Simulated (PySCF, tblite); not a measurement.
Question: Give a GFN2-xTB geometry of `[SiH3]P1Cc2ccccc2C1`.

Answer: 
Z-matrix in Å and degrees, rows numbered from 1:
```
Si
P   1  2.2431
C   2  1.8684  1   98.05
C   3  1.4984  2  106.13  1   -73.22
C   4  1.3832  3  125.07  2   160.98
C   5  1.3861  4  119.47  3  -179.75
C   6  1.3843  5  120.34  4    -0.28
C   7  1.3860  6  120.31  5     0.02
C   8  1.3832  7  119.47  6     0.22
C   9  1.4984  4  114.74  3    -0.12
H   1  1.4633  2  106.56  3   166.59
H   1  1.4664  2  115.28  3    45.68
H   1  1.4636  2  106.71  3   -75.13
H   3  1.0918  2  111.15  1    50.09
H   3  1.0967  2  108.70  1   168.18
H   5  1.0806  4  120.14  3    -0.26
H   6  1.0800  5  119.74  4   179.41
H   7  1.0800  6  119.92  5   179.73
H   8  1.0806  7  120.39  6   179.76
H  10  1.0920  2  111.24  1   -50.18
H  10  1.0968  2  108.65  1  -168.28
```

The C–C distances run from 1.383 Å (C4–C5, aromatic) to 1.498 Å (C9–C10, drawn single), a spread of 0.115 Å. Si1 (SiH3 silicon) is distorted tetrahedral (angles from 106.6° to 115.3°). P2 (three-coordinate phosphorus) is pyramidal (angles 98.1°, 98.0° and 90.2°, sum 286.2°, 1.03 Å off the plane of its three neighbours). The 5-membered ring P2–C3–C4–C9–C10 has internal angles of 90.2° to 114.7° (sum 532°, against 540° for a flat polygon); it is puckered, 0.15 Å rms from its mean plane, widest ring torsion 25°.

Computed geometry: GFN2-xTB, gas phase.

Point group: Cs (every atom within 0.08 Å of its image). Its GFN2-xTB frequencies are all real (lowest 59 cm⁻¹). One conformer, not necessarily the lowest (Si1–P2–C3–C4 -73°, P2–C3–C4–C5 161°, C8–C9–C10–P2 -161°, Si1–P2–C10–C9 73°).
